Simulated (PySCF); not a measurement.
Solvent effects on NMR parameters

Cartesian coordinates in Å; atom numbers follow the order of the lines, from 1:
```xyz
20

N    -0.368    1.508    1.956
C    -1.034    1.410    0.889
C    -0.641    0.693   -0.382
C    -1.586   -0.451   -0.731
C    -1.010   -1.598    0.095
C     0.485   -1.382   -0.045
O     0.631    0.045   -0.218
Al    2.413    0.913   -0.375
H     0.546    1.044    1.862
H    -2.030    1.887    0.839
H    -0.534    1.429   -1.195
H    -1.530   -0.673   -1.808
H    -2.632   -0.218   -0.485
H    -1.318   -1.503    1.147
H    -1.320   -2.589   -0.262
H     1.070   -1.682    0.836
H     0.908   -1.869   -0.938
H     2.837    0.909    1.177
H     3.140   -0.160   -1.320
H     1.920    2.300   -1.011
```

GIAO PBE0/pcSseg-1 in PySCF 2.14.0 with density-fitted response routines on one PBE0-D3(BJ)/def2-SVP conformer, non-relativistic, equivalent nuclei averaged. Solvents enter as an IEF-PCM continuum (benzene with ε = 2.3, water with ε = 78.4) around the gas-phase geometry. Shifts are referred to TMS, AlH4- computed in the same medium.

Gas phase, δ in ppm: C2 172.7, C3 87.2, C6 72.9, C4 29.7, C5 25.9, Al8 82.2, H9 11.35, H10 7.44, H11 4.58, H18/H19/H20 4.24, H16 4.22, H17 3.92, H13 1.95, H12 1.93. Dipole moment 6.46 D.

**Question.** How does each δ change in the continuum?

**Answer.** 
```
      atoms                           environment  Δδ, benzene  Δδ, water
         C2                            C=N carbon         +3.8       +8.9
         C3                    sp3 CH bonded to O         +1.0       +2.4
         C6                   sp3 CH2 bonded to O         +0.9       +2.0
         C4                     sp3 CH2 in a ring         +0.3       +0.9
         C5                     sp3 CH2 in a ring         +0.6       +1.4
        Al8            aluminium bonded to O, 3 H        -11.2      -21.0
         H9         hydrogen on an imine nitrogen        -0.40      -0.87
        H10              hydrogen on a C=N carbon        +0.11      +0.28
        H11     hydrogen on an sp3 CH bonded to O        +0.10      +0.24
H18/H19/H20  hydrogen on an aluminium bonded to O        -0.20      -0.43
        H16    hydrogen on an sp3 CH2 bonded to O        +0.09      +0.16
        H17    hydrogen on an sp3 CH2 bonded to O        +0.05      +0.10
        H13      hydrogen on an sp3 CH2 in a ring        +0.14      +0.32
        H12      hydrogen on an sp3 CH2 in a ring        +0.12      +0.27
```

Changes are relative to the gas phase. The dipole moment becomes 7.18 D in benzene, 8.05 D in water.

**Question.** Which of the listed nuclei move most (in ppm), and what does the model miss? (N and O are left out, as their reference compounds move with the solvent too.)

**Answer.** Al8 (aluminium bonded to O, 3 H, -21.0 ppm) in water. A continuum only polarises the solute; specific hydrogen bonds, the anisotropy of aromatic solvents and changes of geometry or conformer are outside it.
